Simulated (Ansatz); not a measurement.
V3O2⁺, 5 atoms. Hardware: 4 threads of Arm Neoverse V2 on a shared host.

Correlated methods freeze 17 core orbitals; core or outer-core shells of V are correlated, in sets that lack core-valence functions.

(1) How many basis functions does each of these Ansatz runs have, and roughly what does it cost? PBE-D4/def2-SVP, charge 1 singlet, energy, from earlier orbitals; PBE0-D4/def2-TZVP, charge 1 singlet, energy, from earlier orbitals; PBE-D4/def2-TZVP, charge 1 singlet, energy and forces, from earlier orbitals; PBE-D4/def2-SVP, charge 1 singlet, relaxation, 14 steps; CCSD(T)/def2-TZVP, charge 1 singlet, energy, from earlier orbitals; PBE-QIDH/def2-TZVP, charge 1 singlet, energy, from earlier orbitals; RPA@PBE/def2-TZVP, charge 1 singlet, energy, from earlier orbitals; PBE0-D4/def2-SVP, charge 1 singlet, energy, from earlier orbitals; ωB97M-V/def2-TZVP, charge 1 singlet, energy, from earlier orbitals; r2SCAN-D4/def2-TZVP, charge 1 singlet, energy, from earlier orbitals; LC-ωPBE/def2-TZVP, charge 1 singlet, energy, from earlier orbitals; HF/STO-3G, charge 1 singlet, energy.

## Answers

(1) Other jobs shared the machine, so times can vary by a factor of up to 3. A dash marks memory too small to be measured apart from the calling script's.

```tsv
run	functions	fitting or Cholesky vectors	wall time	peak host memory (GiB)
HF/STO-3G, charge 1 singlet, energy	64	913	0.85 s	–
PBE-D4/def2-SVP, charge 1 singlet, energy, from earlier orbitals	121	1432	1.8 s	–
PBE0-D4/def2-SVP, charge 1 singlet, energy, from earlier orbitals	121	1310	2.8 s	–
PBE-D4/def2-TZVP, charge 1 singlet, energy and forces, from earlier orbitals	197	1604	3.3 s	–
r2SCAN-D4/def2-TZVP, charge 1 singlet, energy, from earlier orbitals	197	1604	6.5 s	–
PBE0-D4/def2-TZVP, charge 1 singlet, energy, from earlier orbitals	197	1823	7 s	0.76
RPA@PBE/def2-TZVP, charge 1 singlet, energy, from earlier orbitals	197	1599	7 s	0.56
LC-ωPBE/def2-TZVP, charge 1 singlet, energy, from earlier orbitals	197	1604	12 s	0.75
PBE-QIDH/def2-TZVP, charge 1 singlet, energy, from earlier orbitals	197	1599	13 s	0.63
PBE-D4/def2-SVP, charge 1 singlet, relaxation, 14 steps	121	1432	28 s	–
ωB97M-V/def2-TZVP, charge 1 singlet, energy, from earlier orbitals	197	1661	56 s	1.2
CCSD(T)/def2-TZVP, charge 1 singlet, energy, from earlier orbitals	197	1599	5.7 min	3
```
